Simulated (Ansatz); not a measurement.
CH4FNO2W (`C[N]=[W](=[O])([OH])[F]`). Charge 0, multiplicity 1. W: def2 effective core potential. Geometry: relaxed with PBE0-D4/def2-TZVP. It is one conformer, not always the lowest.

```xyz
10

C     0.553    1.231   -1.167
N     0.363    0.108   -0.318
W    -0.573   -1.103    0.511
O    -2.221   -0.814    0.181
O    -0.274   -0.917    2.365
F    -0.062   -2.784   -0.141
H     1.098    2.017   -0.635
H    -0.403    1.640   -1.511
H     1.148    0.946   -2.040
H     0.373   -0.326    2.756
```

Q: What is the dipole moment at ωB97M-V/def2-TZVPP? (Best estimate.)

A: Computed: 3.62 D, with components (2.75, 2.26, 0.67) D in this frame, pointing from negative to positive charge.

Q: And with PBE, r2SCAN, B3LYP? (Best estimate.)

A: The calculation gave: PBE 3.53 D, r2SCAN 3.61 D, B3LYP 3.67 D.

Q: Give the Mulliken charges with ωB97M-V, B3LYP, r2SCAN in def2-TZVPP. (Estimate.)

A: Ansatz gave: 
```
atom  ωB97M-V  B3LYP  r2SCAN
  C1    -0.19  -0.13    0.01
  N2    -0.39  -0.39   -0.43
  W3     1.19   1.19    1.21
  O4    -0.42  -0.43   -0.43
  O5    -0.42  -0.43   -0.45
  F6    -0.34  -0.35   -0.34
  H7     0.12   0.10    0.06
  H8     0.12   0.11    0.07
  H9     0.13   0.11    0.07
 H10     0.20   0.21    0.23
```

B3LYP here is the variant with VWN-RPA as its local correlation; programs differ in this.
